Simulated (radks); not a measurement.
Ionisation of the antimony ion Sb7+, [Kr] 4d8, to [Kr] 4d7 as the strength of local exchange is varied. Method: scalar-relativistic Kohn-Sham, Slater X-alpha exchange (alpha = 2/3 is LDA exchange), no correlation, spin-unpolarised, spherical densities, finite nucleus; Fermi nuclear charge, rms radius 4.6802 fm; computed with a radial shooting solver on a logarithmic mesh with Libxc functionals.

alpha  E(Sb7+) (hartree)  exchange (hartree)  IE (eV)  -e of the level emptied (eV)  <r> of it (bohr)
0.568        -6434.46310          -132.92415   136.99                   126.05 (4d)            0.9628
0.595        -6440.79970          -139.36628   138.02                   127.06 (4d)            0.9599
0.667        -6457.72479          -156.60007   140.79                   129.75 (4d)            0.9523
0.7          -6465.49550          -164.52549   142.06                   131.00 (4d)            0.9489
0.82         -6493.82345          -193.48616   146.77                   135.59 (4d)            0.9368
0.957        -6526.30031          -226.81972   152.25                   140.94 (4d)            0.9234
0.99         -6534.14483          -234.89199   153.58                   142.25 (4d)            0.9202
1.012        -6539.37918          -240.28278   154.48                   143.12 (4d)            0.9181

NIST Atomic Spectra Database: 139 +/- 2.1 eV (theoretical). The Delta-SCF value meets it near alpha = 0.62. Spin polarisation and multiplet splitting are left out, so open shells lie too high by an amount that depends on their filling. Spin-orbit splitting is averaged out at the scalar-relativistic level.

Beside tabulated values, note that spin-unpolarised runs miss the spin-polarisation part of the exchange energy of open shells.
